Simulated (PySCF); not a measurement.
ethyl(prop-1-ynyl)silane (C5H10Si), SMILES [SiH2](CC)C#CC.

The structure is a stationary point at TPSSh-D3(BJ)/def2-SVP. The values are those of a single conformer.

Two levels are set side by side: PBE/def2-TZVP (PySCF) and ωB97X/def2-TZVP (PySCF). Same geometry, gas phase. Differences are taken from unrounded values.

```json
[
 {"quantity": "orbital gap (eV)", "PBE": "5.60"},
 {"quantity": "highest occupied level (eV)", "PBE": "-6.30"},
 {"quantity": "lowest empty level (eV)", "PBE": "-0.70"},
 {"quantity": "dipole moment (D)", "PBE": "1.48"},
 {"quantity": "mean polarisability (bohr³)", "PBE": "90.7"}
]
```

Question: These are the PBE values. What does ωB97X give? (The exact figures need the calculation; the answer reports its results.)

Answer: 
```csv
quantity,ωB97X,PBE minus ωB97X
orbital gap (eV),12.10,-6.50
highest occupied level (eV),-9.84,3.54
lowest empty level (eV),2.26,-2.96
dipole moment (D),1.44,0.04
mean polarisability (bohr³),85.8,4.9
```

PBE's occupied levels lie high since its potential decays too fast outside the molecule; exact exchange lowers them and widens the gap. Loosely held outer electrons make PBE densities more polarisable. Differences between two approximate levels are no errors against the true value.

Rough cost on one machine, each run with all the roots and properties that it gave: ωB97X against PBE within a factor of 2.
